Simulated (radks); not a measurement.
Problem. The mean radii <r> (bohr) of the occupied orbitals of an atom or ion are listed with their occupations. All-electron calculation, non-relativistic Kohn-Sham, PBE, spin-polarised, spherical densities, point nucleus. Program: a radial shooting solver on a logarithmic mesh with Libxc functionals.

orbital  occ.      <r>
1s up       1  0.03034
1s down     1  0.03032
2s up       1   0.1251
2s down     1   0.1255
2p up       2   0.1057

Name the element and its charge. Open shells, if any, are filled with parallel spins first.

Solution. Z = 50, tin, charge +44: Sn44+ in [He] 2s2 2p2. The 1s radius gives Z: for a bare nucleus <r> = 1.5/Z, 0.03 bohr for Z = 50, and screening makes it slightly larger (0.03034 here). The occupations add up to 6, and the charge is Z minus that.
